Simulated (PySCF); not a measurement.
cadmium atom (Cd), singlet (core potentials on Cd); PySCF with PBE0/def2-SVP.

The PySCF input:
```python
from pyscf import gto, scf, dft

mol = gto.Mole()
mol.atom = '''
    Cd    0.00000000    0.00000000    0.00000000
'''
mol.basis = 'def2-svp'
mol.ecp = {'Cd': 'def2-svp'}
mol.verbose = 4
mol.build()

mf = dft.RKS(mol)
mf.xc = 'pbe0'
mf.diis = False
mf.max_cycle = 100
mf.kernel()
mf.analyze()
```

Output, abridged:

```
PySCF version 2.14.0

[INPUT] verbose = 4
[INPUT] num. atoms = 1
[INPUT] num. electrons = 20
[INPUT] charge = 0
[INPUT] spin (= nelec alpha-beta = 2S) = 0
[INPUT] symmetry False subgroup None
[INPUT] Mole.unit = angstrom
[INPUT] Symbol           X                Y                Z      unit          X                Y                Z       unit  Magmom
[...]
nuclear repulsion = 0
number of shells = 11
number of NR pGTOs = 57
number of NR cGTOs = 31
basis = def2-svp
ecp = {'Cd': 'def2-svp'}

******** <class 'pyscf.dft.rks.RKS'> ********
method = RKS
initial guess = minao
damping factor = 0
level_shift factor = 0
DIIS disabled
SCF conv_tol = 1e-09
SCF conv_tol_grad = None
SCF max_cycles = 100
direct_scf = True
direct_scf_tol = 1e-13
XC library pyscf.dft.libxc version 7.1.2
    S. Lehtola, C. Steigemann, M. J. T. Oliveira, and M. A. L. Marques,  SoftwareX 7, 1–5 (2018)
XC functionals = pbe0
    C. Adamo and V. Barone,  J. Chem. Phys. 110, 6158 (1999)
    M. Ernzerhof and G. E. Scuseria,  J. Chem. Phys. 110, 5029 (1999)
radial grids:
    Treutler-Ahlrichs [JCP 102, 346 (1995); DOI:10.1063/1.469408] (M4) radial grids

becke partition: Becke, JCP 88, 2547 (1988); DOI:10.1063/1.454033
pruning grids: <function nwchem_prune>
grids dens level: 3
symmetrized grids: False
atomic radii adjust function: <function treutler_atomic_radii_adjust>
small_rho_cutoff = 0
Set gradient conv threshold to 3.16228e-05
Initial guess from minao.
tot grids = 22392
init E= -153.626240745755
[...]
cycle= 1 E= -167.132038144397  delta_E= -13.5  |g|= 1.53  |ddm|= 3.82
[...]
cycle= 2 E= -166.834085547968  delta_E= 0.298  |g|= 2.34  |ddm|= 5.05
[...]
cycle= 3 E= -167.252849297729  delta_E= -0.419  |g|= 1.43  |ddm|= 4.29
[...]
cycle= 4 E= -167.039776984215  delta_E= 0.213  |g|= 2.03  |ddm|= 4.15
[...]
cycle= 5 E= -167.339818780932  delta_E= -0.3  |g|=  1.3  |ddm|= 3.84
[...]
cycle= 6 E= -167.185528203975  delta_E= 0.154  |g|= 1.79  |ddm|=  3.7
[...]
cycle= 7 E= -167.406548590833  delta_E= -0.221  |g|= 1.19  |ddm|= 3.46
[...]
cycle= 8 E= -167.292694422971  delta_E= 0.114  |g|=  1.6  |ddm|= 3.34
[...]
cycle= 9 E= -167.459094250322  delta_E= -0.166  |g|=  1.1  |ddm|= 3.13
[...]
cycle= 10 E= -167.373860036986  delta_E= 0.0852  |g|= 1.44  |ddm|= 3.03
[...]
cycle= 11 E= -167.501306006721  delta_E= -0.127  |g|= 1.02  |ddm|= 2.86
[...]
cycle= 12 E= -167.436786972065  delta_E= 0.0645  |g|=  1.3  |ddm|= 2.76
[...]
cycle= 13 E= -167.53575291458  delta_E= -0.099  |g|= 0.942  |ddm|= 2.62
[...]
cycle= 14 E= -167.486496782842  delta_E= 0.0493  |g|= 1.18  |ddm|= 2.53
[...]
cycle= 15 E= -167.56421797974  delta_E= -0.0777  |g|= 0.875  |ddm|= 2.41
[...]
cycle= 16 E= -167.526369036885  delta_E= 0.0378  |g|= 1.07  |ddm|= 2.33
[...]
cycle= 17 E= -167.587979688979  delta_E= -0.0616  |g|= 0.815  |ddm|= 2.22
[...]
cycle= 18 E= -167.558754711416  delta_E= 0.0292  |g|= 0.983  |ddm|= 2.15
[...]
cycle= 19 E= -167.607980232639  delta_E= -0.0492  |g|= 0.76  |ddm|= 2.05
[...]
cycle= 20 E= -167.585335726614  delta_E= 0.0226  |g|= 0.903  |ddm|= 1.99
[...]
cycle= 21 E= -167.624930317682  delta_E= -0.0396  |g|= 0.709  |ddm|=  1.9
[...]
cycle= 22 E= -167.60734455096  delta_E= 0.0176  |g|= 0.83  |ddm|= 1.84
[...]
cycle= 23 E= -167.639376845566  delta_E= -0.032  |g|= 0.662  |ddm|= 1.76
[...]
cycle= 24 E= -167.625703186466  delta_E= 0.0137  |g|= 0.766  |ddm|= 1.71
[...]
cycle= 25 E= -167.651747979251  delta_E= -0.026  |g|= 0.619  |ddm|= 1.63
[...]
cycle= 26 E= -167.641113889391  delta_E= 0.0106  |g|= 0.707  |ddm|= 1.58
[...]
cycle= 27 E= -167.662383971348  delta_E= -0.0213  |g|= 0.579  |ddm|= 1.52
[...]
cycle= 28 E= -167.654120013386  delta_E= 0.00826  |g|= 0.654  |ddm|= 1.47
[...]
cycle= 29 E= -167.671558757936  delta_E= -0.0174  |g|= 0.542  |ddm|= 1.41
[...]
cycle= 30 E= -167.66514780451  delta_E= 0.00641  |g|= 0.606  |ddm|= 1.37
[...]
cycle= 31 E= -167.679495406418  delta_E= -0.0143  |g|= 0.507  |ddm|= 1.32
[...]
cycle= 32 E= -167.674535731061  delta_E= 0.00496  |g|= 0.562  |ddm|= 1.28
[...]
[...]
[...]
cycle= 60 E= -167.725478150574  delta_E= -4.13e-05  |g|= 0.21  |ddm|= 0.495
[...]
cycle= 61 E= -167.726489803049  delta_E= -0.00101  |g|= 0.193  |ddm|= 0.478
[...]
cycle= 62 E= -167.726554851724  delta_E= -6.5e-05  |g|= 0.196  |ddm|= 0.464
[...]
cycle= 63 E= -167.727413918831  delta_E= -0.000859  |g|= 0.181  |ddm|= 0.448
[...]
cycle= 64 E= -167.727494594626  delta_E= -8.07e-05  |g|= 0.183  |ddm|= 0.434
[...]
cycle= 65 E= -167.728225055759  delta_E= -0.00073  |g|= 0.169  |ddm|= 0.419
[...]
cycle= 66 E= -167.728315200618  delta_E= -9.01e-05  |g|= 0.171  |ddm|= 0.406
[...]
cycle= 67 E= -167.728937106845  delta_E= -0.000622  |g|= 0.159  |ddm|= 0.393
[...]
cycle= 68 E= -167.729032086811  delta_E= -9.5e-05  |g|= 0.16  |ddm|= 0.38
[...]
cycle= 69 E= -167.729562231811  delta_E= -0.00053  |g|= 0.149  |ddm|= 0.368
[...]
cycle= 70 E= -167.729658608738  delta_E= -9.64e-05  |g|= 0.15  |ddm|= 0.356
[...]
cycle= 71 E= -167.730111080151  delta_E= -0.000452  |g|= 0.14  |ddm|= 0.344
[...]
cycle= 72 E= -167.730206350256  delta_E= -9.53e-05  |g|= 0.14  |ddm|= 0.333
[...]
cycle= 73 E= -167.730592983747  delta_E= -0.000387  |g|= 0.131  |ddm|= 0.322
[...]
cycle= 74 E= -167.730685369638  delta_E= -9.24e-05  |g|= 0.131  |ddm|= 0.312
[...]
cycle= 75 E= -167.731016123602  delta_E= -0.000331  |g|= 0.123  |ddm|= 0.302
[...]
cycle= 76 E= -167.731104409115  delta_E= -8.83e-05  |g|= 0.122  |ddm|= 0.292
[...]
cycle= 77 E= -167.73138767451  delta_E= -0.000283  |g|= 0.115  |ddm|= 0.283
[...]
cycle= 78 E= -167.731471073807  delta_E= -8.34e-05  |g|= 0.115  |ddm|= 0.274
[...]
cycle= 79 E= -167.731713930801  delta_E= -0.000243  |g|= 0.108  |ddm|= 0.265
[...]
cycle= 80 E= -167.731791984896  delta_E= -7.81e-05  |g|= 0.107  |ddm|= 0.256
[...]
cycle= 81 E= -167.732000415827  delta_E= -0.000208  |g|= 0.101  |ddm|= 0.248
[...]
cycle= 82 E= -167.732072911046  delta_E= -7.25e-05  |g|=  0.1  |ddm|= 0.24
[...]
cycle= 83 E= -167.732251977438  delta_E= -0.000179  |g|= 0.0947  |ddm|= 0.232
[...]
cycle= 84 E= -167.732318881404  delta_E= -6.69e-05  |g|= 0.0939  |ddm|= 0.225
[...]
cycle= 85 E= -167.732472871328  delta_E= -0.000154  |g|= 0.0887  |ddm|= 0.217
[...]
cycle= 86 E= -167.732534282941  delta_E= -6.14e-05  |g|= 0.0879  |ddm|= 0.211
[...]
cycle= 87 E= -167.732666833886  delta_E= -0.000133  |g|= 0.0832  |ddm|= 0.204
[...]
cycle= 88 E= -167.732722944448  delta_E= -5.61e-05  |g|= 0.0822  |ddm|= 0.197
[...]
cycle= 89 E= -167.732837145917  delta_E= -0.000114  |g|= 0.078  |ddm|= 0.191
[...]
cycle= 90 E= -167.732888209126  delta_E= -5.11e-05  |g|= 0.077  |ddm|= 0.185
[...]
cycle= 91 E= -167.732986688436  delta_E= -9.85e-05  |g|= 0.0731  |ddm|= 0.179
[...]
cycle= 92 E= -167.733032997414  delta_E= -4.63e-05  |g|= 0.072  |ddm|= 0.173
[...]
cycle= 93 E= -167.733117991543  delta_E= -8.5e-05  |g|= 0.0685  |ddm|= 0.167
[...]
cycle= 94 E= -167.733159861419  delta_E= -4.19e-05  |g|= 0.0674  |ddm|= 0.162
[...]
cycle= 95 E= -167.73323327726  delta_E= -7.34e-05  |g|= 0.0642  |ddm|= 0.157
[...]
cycle= 96 E= -167.733271032153  delta_E= -3.78e-05  |g|= 0.0631  |ddm|= 0.152
[...]
cycle= 97 E= -167.733334497104  delta_E= -6.35e-05  |g|= 0.0601  |ddm|= 0.147
[...]
cycle= 98 E= -167.733368460536  delta_E= -3.4e-05  |g|= 0.0591  |ddm|= 0.142
[...]
cycle= 99 E= -167.733423365044  delta_E= -5.49e-05  |g|= 0.0564  |ddm|= 0.138
[...]
cycle= 100 E= -167.733453853047  delta_E= -3.05e-05  |g|= 0.0553  |ddm|= 0.133
SCF not converged.
SCF energy = -167.733453853047
**** SCF Summaries ****
Total Energy =                        -167.733453853047166
Nuclear Repulsion Energy =               0.000000000000000
One-electron Energy =                 -296.965310128019496
Two-electron Energy =                  129.231856274972330
Two-electron Coulomb Energy =          144.601312038294139
DFT Exchange-Correlation Energy =      -15.369455763321817
HOMO-LUMO gap [eV] =                     5.842394616407747
**** MO energy ****
[...]
Dipole moment(X, Y, Z, Debye): -0.00000,  0.00000, -0.00000
```

Convergence was not reached.
